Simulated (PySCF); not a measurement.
Isomers of C4H9ClSi2.

All values: PBE0/pcSseg-1 (PySCF) at GFN2-xTB geometries, gas phase, one conformer each.

(1) Rank by HOMO energy, lowest first.
A. `[Cl:1][C:2]1=[CH:3][SiH2:4][SiH2:5][CH2:6][CH2:7]1` with C2–C3–Si4–Si5 25°, C3–Si4–Si5–C6 -5°, Si4–Si5–C6–C7 -37°, Si5–C6–C7–C2 73°
B. `[SiH3:1][SiH2:2][C@H:3]1[CH:4]=[C:5]([Cl:6])[CH2:7]1` with Si1–Si2–C3–C4 -43°
C. `[Cl:1][SiH2:2][SiH:3]1[CH2:4][CH:5]=[CH:6][CH2:7]1` with Cl1–Si2–Si3–C4 68°
D. `[CH3:1][C@@H:2]([Cl:3])[SiH2:4][C:5]#[C:6][SiH3:7]` with C1–C2–Si4–C5 62°

(2) Rank by the lowest IAO charge on any atom, lowest value first.
A. `[SiH3:1][SiH2:2][C@H:3]1[CH:4]=[C:5]([Cl:6])[CH2:7]1` with Si1–Si2–C3–C4 -43°
B. `[CH3:1][C@@H:2]([Cl:3])[SiH2:4][C:5]#[C:6][SiH3:7]` with C1–C2–Si4–C5 62°
C. `[Cl:1][C:2]1=[CH:3][SiH2:4][SiH2:5][CH2:6][CH2:7]1` with C2–C3–Si4–Si5 25°, C3–Si4–Si5–C6 -5°, Si4–Si5–C6–C7 -37°, Si5–C6–C7–C2 73°
D. `[Cl:1][SiH2:2][SiH:3]1[CH2:4][CH:5]=[CH:6][CH2:7]1` with Cl1–Si2–Si3–C4 68°

(3) Rank by LUMO energy, highest first.
A. `[Cl:1][SiH2:2][SiH:3]1[CH2:4][CH:5]=[CH:6][CH2:7]1` with Cl1–Si2–Si3–C4 68°
B. `[CH3:1][C@@H:2]([Cl:3])[SiH2:4][C:5]#[C:6][SiH3:7]` with C1–C2–Si4–C5 62°
C. `[SiH3:1][SiH2:2][C@H:3]1[CH:4]=[C:5]([Cl:6])[CH2:7]1` with Si1–Si2–C3–C4 -43°

## Answers

(1) D (-7.90 eV), A (-7.35 eV), C (-7.22 eV), B (-7.06 eV).

(2) D (-0.537 e), C (-0.518 e), B (-0.417 e), A (-0.350 e).

(3) C (-0.25 eV), A (-0.60 eV), B (-0.82 eV).

All values together:

```tsv
SMILES	μ (D)	HOMO (eV)	LUMO (eV)	lowest IAO charge (e)	highest IAO charge (e)	lowest Hirshfeld charge (e)	highest Hirshfeld charge (e)
Cl[SiH2][SiH]1CC=CC1	1.92	-7.22	-0.60	-0.537 (C)	+0.590 (Si)	-0.162 (C)	+0.282 (Si)
[SiH3][SiH2][C@H]1C=C(Cl)C1	1.41	-7.06	-0.25	-0.350 (C)	+0.439 (Si)	-0.107 (C)	+0.243 (Si)
ClC1=C[SiH2][SiH2]CC1	1.40	-7.35	-0.73	-0.518 (C)	+0.445 (Si)	-0.165 (C)	+0.246 (Si)
C[C@@H](Cl)[SiH2]C#C[SiH3]	2.32	-7.90	-0.82	-0.417 (C)	+0.780 (Si)	-0.145 (C)	+0.350 (Si)
```

Conformers: `[Cl:1][SiH2:2][SiH:3]1[CH2:4][CH:5]=[CH:6][CH2:7]1` with Cl1–Si2–Si3–C4 68°; `[SiH3:1][SiH2:2][C@H:3]1[CH:4]=[C:5]([Cl:6])[CH2:7]1` with Si1–Si2–C3–C4 -43°; `[Cl:1][C:2]1=[CH:3][SiH2:4][SiH2:5][CH2:6][CH2:7]1` with C2–C3–Si4–Si5 25°, C3–Si4–Si5–C6 -5°, Si4–Si5–C6–C7 -37°, Si5–C6–C7–C2 73°; `[CH3:1][C@@H:2]([Cl:3])[SiH2:4][C:5]#[C:6][SiH3:7]` with C1–C2–Si4–C5 62°.
